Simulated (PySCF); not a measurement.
**UHF on Te⁺ (tellurium, charge +1)**

Configuration: [Kr] 4d10 5s2 5p3, high-spin 4S determinant. All numbers are calculated (PySCF 2.14, a scalar-relativistic core potential, in aug-cc-pV5Z-PP with ECP28MDF (8s8p6d4f3g2h, 139 functions)).

```
Total energy             : -266.722822 hartree
One-electron energy      : -459.0592 hartree
Hartree (Coulomb) energy : 211.9232 hartree
Exchange energy          : -19.5868 hartree
⟨S²⟩                     : 3.7519
⟨L²⟩                     : 0.000
Sum of ⟨r⟩               : 27.88 bohr
Sum of ⟨r²⟩              : 47.37 bohr²
Time after the integrals : about 6 core-seconds
```

| shell | electrons | mean orbital energy (hartree) | rms radius, mean of both spins (bohr) |
| --- | --- | --- | --- |
| 4s α | 1 | -7.46913 | 0.820 |
| 4s β | 1 | -7.44812 | 0.820 |
| 4p α | 3 | -5.43378 | 0.882 |
| 4p β | 3 | -5.41285 | 0.882 |
| 4d α | 5 | -2.28689 | 1.04 |
| 4d β | 5 | -2.26961 | 1.04 |
| 5s α | 1 | -1.16694 | 2.21 |
| 5s β | 1 | -0.90330 | 2.21 |
| 5p α | 3 | -0.69219 | 2.63 |

Energies and moments cover only the electrons outside the core potential.
